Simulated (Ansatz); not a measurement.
Computed with frozen-core CCSD(T)/cc-pVTZ // r2SCAN-D4/def2-TZVP (Ansatz, a first-principles code).

Ansatz 0.2 input:
```yaml
crystal:
  periodic: [false, false, false]
  atoms:
    - { symbol: N, position_ang: [-1.023724, -0.113616, 0.010475] }
    - { symbol: Al, position_ang: [0.71415, 0.079412, -0.007333] }
    - { symbol: Cl, position_ang: [1.547221, 1.987633, -0.089895] }
    - { symbol: Cl, position_ang: [1.946531, -1.599768, 0.05411] }
    - { symbol: H, position_ang: [-1.500111, -1.000779, 0.049361] }
    - { symbol: H, position_ang: [-1.684068, 0.647118, -0.016717] }
basis:
  gaussian: { orbitals: cc-pVTZ }
correlation:
  method: ccsd_t
```

Output:

```
Functional definition: HF
951 factors; integrals over basis functions are off by at most 9.9e-4 eV
mean field evaluation 1: about -33108.0025 eV, gradient 3.6e1 eV
mean field evaluation 2: about -33108.1367 eV, gradient 3.7e1 eV
mean field evaluation 4: about -33110.9438 eV, gradient 2.4e0 eV
mean field evaluation 8: about -33110.9797 eV, gradient 2.1e-1 eV
mean field evaluation 16: about -33108.0013 eV, gradient 3.6e1 eV
mean field -33110.97998336 eV, -1216.8060709600 hartree, gradient 4.1e-6 eV, S^2 0.000000; 0 other end points of the search recorded, 0 dependent functions left out
16 core orbitals not correlated
reference -33110.97998336 eV, -1216.8060709600 hartree; 12, 12 occupied and 132, 132 virtual orbitals, 951 factors
second order -17.91810447 eV of doubles, -0.00000000 eV of singles
cycle   1  -18.60501997 eV  change   -6.9e-1 eV  update   7.3e-2
cycle   2  -18.95362450 eV  change   -3.5e-1 eV  update   2.0e-2
cycle   3  -19.01453032 eV  change   -6.1e-2 eV  update   9.7e-3
cycle   4  -19.00748549 eV  change    7.0e-3 eV  update   2.5e-3
cycle   5  -19.00729013 eV  change    2.0e-4 eV  update   1.1e-3
cycle   6  -19.00733367 eV  change   -4.4e-5 eV  update   3.3e-4
cycle   7  -19.00724359 eV  change    9.0e-5 eV  update   1.2e-4
cycle   8  -19.00727711 eV  change   -3.4e-5 eV  update   3.5e-5
cycle   9  -19.00727679 eV  change    3.2e-7 eV  update   1.0e-5
perturbative correction -0.75350299 eV, -0.0276907240 hartree
Total energy: -33130.74076313 eV, -1217.5322662226 hartree
```

Cost: roughly 30 core-seconds.
